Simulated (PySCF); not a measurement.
Job for PySCF: D3(BJ) and D4 dispersion corrections on C4H7F (a complex), monomers drawn apart or pushed together.

```python
from pyscf import gto
from pyscf.dispersion import dftd3, dftd4

mol = gto.M(
    atom='''
    F     0.53604699    0.01968501    0.24787363
    H     0.65458952    0.24954340    1.14775097
    C     0.79377682    1.26021261    4.71280862
    C     0.34640981    0.06832002    5.12643281
    C    -1.04608435   -0.23363555    5.40701564
    C    -1.47387820   -1.42781564    5.81656887
    H     0.11959282    2.09714386    4.57190696
    H     1.84470865    1.43870674    4.52958382
    H     1.05339662   -0.74444879    5.26865794
    H    -1.75684028    0.57518831    5.26610070
    H    -2.51926257   -1.61805798    6.01731335
    H    -0.78714531   -2.25359503    5.96080626
    ''',
    basis='def2-svp',
    charge=0, spin=0, verbose=0, max_memory=1800)
d3, d4 = {}, {}
for xc in ['hf', 'pbe', 'blyp', 'revpbe', 'tpss', 'r2scan', 'b3lyp', 'pbe0', 'bhlyp', 'camb3lyp', 'b2plyp']:
    d3[xc] = float(dftd3.DFTD3Dispersion(mol, xc=xc, version='d3bj', atm=False).get_dispersion()['energy'])
    print(f'D3(BJ) {xc:10s} {d3[xc]:14.8f} Eh')
for xc in ['hf', 'pbe', 'blyp', 'revpbe', 'tpss', 'r2scan', 'b3lyp', 'pbe0', 'bhlyp', 'camb3lyp', 'b2plyp']:
    d4[xc] = float(dftd4.DFTD4Dispersion(mol, xc={'camb3lyp': 'cam-b3lyp'}.get(xc, xc), atm=True).get_dispersion()['energy'])
    print(f'D4     {xc:10s} {d4[xc]:14.8f} Eh')
```

Output:

```
D3(BJ) hf            -0.05687066 Eh
D3(BJ) pbe           -0.00681601 Eh
D3(BJ) blyp          -0.01402765 Eh
D3(BJ) revpbe        -0.01764633 Eh
D3(BJ) tpss          -0.00840749 Eh
D3(BJ) r2scan        -0.00196622 Eh
D3(BJ) b3lyp         -0.01140241 Eh
D3(BJ) pbe0          -0.00576394 Eh
D3(BJ) bhlyp         -0.00866890 Eh
D3(BJ) camb3lyp      -0.00501859 Eh
D3(BJ) b2plyp        -0.00512425 Eh
D4     hf            -0.02304690 Eh
D4     pbe           -0.00595310 Eh
D4     blyp          -0.01332114 Eh
D4     revpbe        -0.02090784 Eh
D4     tpss          -0.00803134 Eh
D4     r2scan        -0.00158928 Eh
D4     b3lyp         -0.00943480 Eh
D4     pbe0          -0.00498915 Eh
D4     bhlyp         -0.00650711 Eh
D4     camb3lyp      -0.00496953 Eh
D4     b2plyp        -0.00415016 Eh
```

The run finished.

Cost: roughly 0.010 core-seconds.
